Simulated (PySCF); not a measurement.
Compound: C6H13PS.
SMILES with atom numbers: `[CH3:1][S:2][CH2:3][PH:4][CH:5]1[CH2:6][CH2:7][CH2:8]1` (hydrogens: H9, H10, H11 on C1; H12, H13 on C3; H14 on P4; H15 on C5; H16, H17 on C6; H18, H19 on C7; H20, H21 on C8)

The same species was optimised twice, with GFN2-xTB and with PBE0-D3(BJ)/def2-SVP (PySCF), and the same property calculations (PySCF, gas phase) were run on both structures.

```
     coordinate  GFN2-xTB  PBE0-D3(BJ)/def2-SVP  change
      S2–C3 (Å)     1.819                 1.811  -0.008
      C1–S2 (Å)     1.811                 1.805  -0.006
      P4–C5 (Å)     1.853                 1.847  -0.006
      C7–C8 (Å)     1.535                 1.541  +0.006
      C6–C7 (Å)     1.535                 1.541  +0.006
      C5–C8 (Å)     1.540                 1.545  +0.005
      C5–C6 (Å)     1.542                 1.545  +0.003
      C3–P4 (Å)     1.869                 1.869   0.000
   P4–C5–C6 (°)     119.1                 122.4    +3.3
   P4–C5–C8 (°)     116.4                 118.2    +1.8
   C3–P4–C5 (°)      97.5                  98.8    +1.3
   C1–S2–C3 (°)      98.9                  99.9    +1.0
   C6–C7–C8 (°)      90.0                  89.0    -1.0
   C6–C5–C8 (°)      89.5                  88.7    -0.8
   C5–C8–C7 (°)      89.1                  88.3    -0.8
   C5–C6–C7 (°)      89.0                  88.3    -0.7
C1–S2–C3–P4 (°)        64                    70      +6
S2–C3–P4–C5 (°)        75                    73      -2
C3–P4–C5–C6 (°)        60                    58      -2
```

Rotational constants: A = 3005, B = 715.0, C = 669.7 MHz (GFN2-xTB) against A = 2953, B = 704.7, C = 657.9 MHz (PBE0-D3(BJ)/def2-SVP). Point groups within 0.08 Å: C1 and C1.

On the GFN2-xTB structure: HOMO (eV) -6.25 [PBE0/pcSseg-1]; LUMO (eV) 0.60 [PBE0/pcSseg-1]; dipole (D) 0.91 [PBE0/pcSseg-1]; GIAO shielding of C1 (ppm) 167.5 [PBE0/pcSseg-1]; GIAO shielding of S2 (ppm) 579.1 [PBE0/pcSseg-1]; GIAO shielding of C3 (ppm) 155.9 [PBE0/pcSseg-1]; GIAO shielding of P4 (ppm) 388.3 [PBE0/pcSseg-1]; GIAO shielding of C5 (ppm) 158.8 [PBE0/pcSseg-1]; GIAO shielding of C6/C8 (mean) (ppm) 157.0 [PBE0/pcSseg-1]; GIAO shielding of C7 (ppm) 168.5 [PBE0/pcSseg-1].

Q: What do these properties become on the PBE0-D3(BJ)/def2-SVP structure?

A: 
```json
{"property": "HOMO (eV)", "level": "PBE0/pcSseg-1", "on GFN2-xTB": "-6.25", "on PBE0-D3(BJ)/def2-SVP": "-6.30", "change": "-0.05"}
{"property": "LUMO (eV)", "level": "PBE0/pcSseg-1", "on GFN2-xTB": "0.60", "on PBE0-D3(BJ)/def2-SVP": "0.64", "change": "+0.04"}
{"property": "dipole (D)", "level": "PBE0/pcSseg-1", "on GFN2-xTB": "0.91", "on PBE0-D3(BJ)/def2-SVP": "0.78", "change": "-0.13"}
{"property": "energy, GFN2-xTB geometry as zero (kcal/mol)", "level": "PBE0/pcSseg-1", "on GFN2-xTB": "0.0", "on PBE0-D3(BJ)/def2-SVP": "-1.9", "change": "-1.9"}
{"property": "GIAO shielding of C1 (ppm)", "level": "PBE0/pcSseg-1", "on GFN2-xTB": "167.5", "on PBE0-D3(BJ)/def2-SVP": "165.8", "change": "-1.7"}
{"property": "GIAO shielding of S2 (ppm)", "level": "PBE0/pcSseg-1", "on GFN2-xTB": "579.1", "on PBE0-D3(BJ)/def2-SVP": "579.2", "change": "+0.1"}
{"property": "GIAO shielding of C3 (ppm)", "level": "PBE0/pcSseg-1", "on GFN2-xTB": "155.9", "on PBE0-D3(BJ)/def2-SVP": "155.7", "change": "-0.2"}
{"property": "GIAO shielding of P4 (ppm)", "level": "PBE0/pcSseg-1", "on GFN2-xTB": "388.3", "on PBE0-D3(BJ)/def2-SVP": "384.1", "change": "-4.2"}
{"property": "GIAO shielding of C5 (ppm)", "level": "PBE0/pcSseg-1", "on GFN2-xTB": "158.8", "on PBE0-D3(BJ)/def2-SVP": "155.1", "change": "-3.7"}
{"property": "GIAO shielding of C6/C8 (mean) (ppm)", "level": "PBE0/pcSseg-1", "on GFN2-xTB": "157.0", "on PBE0-D3(BJ)/def2-SVP": "153.3", "change": "-3.7"}
{"property": "GIAO shielding of C7 (ppm)", "level": "PBE0/pcSseg-1", "on GFN2-xTB": "168.5", "on PBE0-D3(BJ)/def2-SVP": "163.1", "change": "-5.4"}
```

The heavy atoms differ by 0.087 Å rms after alignment. Among bonds between heavy atoms S2–C3 changes most (-0.008 Å). Changes are differences of the printed values. Neither structure is proved a minimum here.

The values belong to the conformer `[CH3:1][S:2][CH2:3][PH:4][CH:5]1[CH2:6][CH2:7][CH2:8]1`: C1–S2–C3–P4 70°, S2–C3–P4–C5 73°, C3–P4–C5–C6 58°.
